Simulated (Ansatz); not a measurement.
Relaxation of H4InNSi (7 atoms, charge 0, multiplicity 1), to a largest force component of 0.02 eV/Å in at most 50 steps.

The calculation used Ansatz, RKS B3LYP-D4/def2-SVP.

```xyz
7
Properties=species:S:1:pos:R:3:forces:R:3
N -1.142 -0.719 -0.152 1.69 1.81 0.84
Si 0.079 0.577 -0.081 -2.20 -1.00 -4.25
In 0.585 -1.075 1.575 0.19 -3.18 2.23
H -1.024 -1.123 -1.101 0.05 -0.14 0.45
H -0.152 1.582 -1.141 0.62 0.38 -0.17
H 0.050 1.239 1.240 0.54 0.15 0.37
H 1.665 -0.548 -0.386 -0.88 1.98 0.52
```

Problem. Where does it end, and by what steps?

Solution. The forces met the threshold. After 12 steps the energy has fallen by 3.239 eV; In3 moved furthest, 1.61 Å. Parted: Si2–In3. Joined: Si2–H7.

```
step  energy less start (eV)  largest force component (eV/Å)  accepted
   0                  0.0000                           4.252       yes
   1                 -1.3308                           1.633       yes
   2                 -1.9731                           1.031       yes
   3                 -2.3721                           0.832       yes
   4                 -2.6544                           0.553       yes
   5                 -2.8726                           0.423       yes
   6                 -3.0337                           0.328       yes
   7                 -3.1345                           0.219       yes
   8                 -3.1962                           0.127       yes
   9                 -3.2295                           0.063       yes
  10                 -3.2380                           0.100       yes
  11                 -3.2334                           0.233        no
  12                 -3.2394                           0.005       yes
```

```xyz
7
Properties=species:S:1:pos:R:3
N -0.436 -0.901 0.028
Si 0.324 0.624 -0.272
In -0.834 -1.729 1.960
H -0.713 -1.432 -0.799
H -0.530 1.618 -1.003
H 0.636 1.208 1.074
H 1.614 0.544 -1.034
```

Run time: 38 s on 1 thread of Arm Neoverse V2, with other jobs on the host, peak memory 0.16 GiB.
